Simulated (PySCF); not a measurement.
## Electronic absorption of C3H4BrF3Si

Compound: C₃H₄BrF₃Si.
InChI=1S/C3H4BrF3Si/c4-8-1-2(8)3(5,6)7/h2,8H,1H2/t2-,8+/m0/s1

Method: PySCF, TDDFT wB97X-D/def2-SVPD, vertical, gas phase, core orbitals frozen in the response. Isolated species at its PBE0-D3(BJ)/def2-SVP geometry, gas phase. The wB97X-D/def2-SVPD calculation is non-relativistic and has no spin–orbit coupling, an omission that weighs most on bromine. Torsions of this conformer, `[F:1][C:2]([F:3])([F:4])[C@@H:5]1[CH2:6][Si@H:7]1[Br:8]`: F1–C2–C5–C6 49°.

| state | E (eV) | E (hartree) | f | main configurations (H = HOMO, L = LUMO) |
| --- | --- | --- | --- | --- |
| S1 | 5.96 | 0.2189 | 0.0026 | H→L (91%) |
| S2 | 6.80 | 0.2500 | 0.084 | H→L+1 (65%), H-1→L (30%) |
| S3 | 7.07 | 0.2598 | 0.148 | H-1→L (60%), H→L+1 (29%) |
| S4 | 7.20 | 0.2648 | 0.0025 | H→L+3 (66%), H→L+7 (12%) |
| S5 | 7.58 | 0.2786 | 0.010 | H→L+2 (70%), H→L+3 (8%) |
| S6 | 7.60 | 0.2794 | 0.0017 | H-1→L+1 (73%), H-2→L (16%) |
| S7 | 7.77 | 0.2855 | 0.0072 | H-2→L (70%), H-1→L+1 (11%) |
| S8 | 7.95 | 0.2920 | 0.0059 | H→L+6 (40%), H→L+4 (35%) |
| S9 | 8.17 | 0.3003 | 0.066 | H-3→L (72%), H-1→L+3 (10%) |
| S10 | 8.40 | 0.3087 | 0.021 | H→L+4 (20%), H-3→L+1 (20%), H→L+9 (18%) |

Triplets (Tamm–Dancoff): T1 5.46 eV, H→L (87%); T2 5.65 eV, H→L+1 (88%); T3 6.50 eV, H-1→L (86%); T4 6.71 eV, H→L+3 (55%), H→L+7 (18%), H→L+2 (10%).

The lowest singlet comes at 208 nm (575 kJ/mol) in the ultraviolet; it is very weak; its leading configuration is HOMO→LUMO (91%). The strongest level in the table is S3 at 7.07 eV (175 nm, f = 0.148). Löwdin shares by element: HOMO carbon 43% or more, silicon 22%, bromine 20%; LUMO bromine 47%, silicon 27%, hydrogen 8% or more, carbon 7% or more. Weighted by f, the mean energy of these states is 7.33 eV. The listed states span 2.44 eV, and the widest gap between neighbours is 0.85 eV (S1 to S2). Orbital energies (eV): HOMO-3 -11.71, HOMO-2 -11.52, HOMO-1 -10.72, HOMO -9.55, LUMO 1.03, LUMO+1 1.51, LUMO+2 2.06. The vertical ionisation energy (ΔSCF) is 9.75 eV, 1.35 eV above S10. Singlets were solved by full linear response, triplets in the Tamm–Dancoff approximation.
